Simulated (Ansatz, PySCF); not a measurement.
Potential energy curve for MgH, doublet.

- UKS-B3LYP/LANL2DZ = unrestricted B3LYP/LANL2DZ, with its core potentials past Ne (PySCF)
- UKS-B3LYP/6-311+G** = unrestricted B3LYP/6-311+G**, spherical d (PySCF 2.14.0)
- UKS-B3LYP/3-21G = unrestricted B3LYP/3-21G in PySCF 2.14.0
- FCI = full CI/cc-pVQZ, frozen core run with Ansatz (an electronic-structure program)

Energies relative to the lowest point of each curve near equilibrium, in eV; the last columns give the difference from FCI:

| R / Å | UKS-B3LYP/LANL2DZ | UKS-B3LYP/6-311+G** | UKS-B3LYP/3-21G | FCI | UKS-B3LYP/LANL2DZ − FCI | UKS-B3LYP/6-311+G** − FCI | UKS-B3LYP/3-21G − FCI |
|---|---|---|---|---|---|---|---|
| 1.30 | 1.428 | 1.393 | 1.515 | 1.436 | -0.008 | -0.043 | 0.079 |
| 1.38 | 0.856 | 0.832 | 0.936 | 0.855 | 0.001 | -0.022 | 0.081 |
| 1.50 | 0.328 | 0.317 | 0.383 | 0.322 | 0.006 | -0.004 | 0.062 |
| 1.57 | 0.153 | 0.148 | 0.192 | 0.147 | 0.006 | 0.001 | 0.045 |
| 1.66 | 0.033 | 0.032 | 0.051 | 0.030 | 0.003 | 0.002 | 0.022 |
| 1.68 | 0.019 | 0.018 | 0.033 | 0.016 | 0.002 | 0.002 | 0.017 |
| 1.74 | 0.000 | 0.000 | 0.003 | 0.000 | 0.000 | 0.000 | 0.003 |
| 1.78 | 0.004 | 0.003 | 0.000 | 0.005 | -0.002 | -0.002 | -0.005 |
| 1.85 | 0.036 | 0.033 | 0.022 | 0.040 | -0.004 | -0.007 | -0.018 |
| 1.89 | 0.066 | 0.062 | 0.047 | 0.072 | -0.005 | -0.010 | -0.025 |
| 2.00 | 0.182 | 0.169 | 0.150 | 0.190 | -0.007 | -0.021 | -0.040 |
| 2.17 | 0.417 | 0.381 | 0.365 | 0.425 | -0.007 | -0.044 | -0.060 |
| 2.37 | 0.715 | 0.642 | 0.636 | 0.718 | -0.003 | -0.076 | -0.082 |
| 2.63 | 1.049 | 0.929 | 0.934 | 1.040 | 0.009 | -0.112 | -0.107 |
| 2.88 | 1.279 | 1.125 | 1.133 | 1.238 | 0.041 | -0.113 | -0.105 |
| 3.10 | 1.411 | 1.240 | 1.246 | 1.329 | 0.082 | -0.089 | -0.084 |
| 3.50 | 1.537 | 1.355 | 1.352 | 1.391 | 0.146 | -0.036 | -0.040 |
| 3.81 | 1.577 | 1.395 | 1.386 | 1.405 | 0.172 | -0.010 | -0.019 |
| 4.20 | 1.597 | 1.414 | 1.407 | 1.410 | 0.187 | 0.004 | -0.004 |
| 4.68 | 1.608 | 1.421 | 1.420 | 1.413 | 0.195 | 0.008 | 0.007 |
| 5.20 | 1.614 | 1.423 | 1.428 | 1.414 | 0.200 | 0.009 | 0.014 |
| 6.03 | 1.618 | 1.423 | 1.433 | 1.414 | 0.204 | 0.009 | 0.018 |
| 6.87 | 1.619 | 1.423 | 1.434 | 1.415 | 0.204 | 0.008 | 0.019 |

UKS-B3LYP/LANL2DZ is furthest from FCI at 6.87 (0.204 eV, above); its mean absolute difference over the points is 0.065 eV.

UKS-B3LYP/6-311+G** is furthest from FCI at 2.88 (-0.113 eV, below); its mean absolute difference over the points is 0.028 eV.

UKS-B3LYP/3-21G is furthest from FCI at 2.63 (-0.107 eV, below); its mean absolute difference over the points is 0.042 eV.
